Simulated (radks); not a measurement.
Problem. The mean radii <r> (bohr) of the occupied orbitals of an atom or ion are listed with their occupations. All-electron calculation, scalar-relativistic Kohn-Sham, r2SCAN, spin-polarised, spherical densities, finite nucleus; meta-GGA in the generalised Kohn-Sham scheme; Fermi nuclear charge, rms radius of each element as measured or else 0.836 A^(1/3) + 0.57 fm. Program: a radial shooting solver on a logarithmic mesh with Libxc functionals.

| orbital | occ. | <r> |
|---|---|---|
| 1s up | 1 | 0.02318 |
| 1s down | 1 | 0.02318 |
| 2s up | 1 | 0.09893 |
| 2s down | 1 | 0.09892 |
| 2p up | 3 | 0.08712 |
| 2p down | 3 | 0.08711 |
| 3s up | 1 | 0.2596 |
| 3s down | 1 | 0.2595 |
| 3p up | 3 | 0.2578 |
| 3p down | 3 | 0.2578 |
| 3d up | 5 | 0.2354 |
| 3d down | 5 | 0.2354 |
| 4s up | 1 | 0.5725 |
| 4s down | 1 | 0.5728 |
| 4p up | 3 | 0.5969 |
| 4p down | 3 | 0.5975 |
| 4d up | 5 | 0.6252 |
| 4d down | 3 | 0.6262 |

Name the element and its charge. Open shells, if any, are filled with parallel spins first.

Solution. Z = 61, promethium, charge +17: Pm17+ in [Kr] 4d8. The 1s radius gives Z: for a bare nucleus <r> = (2 gamma + 1)/(2Z) with gamma = sqrt(1 - (Z/c)^2), 0.02288 bohr for Z = 61, and screening makes it slightly larger (0.02318 here). The occupations add up to 44, and the charge is Z minus that.
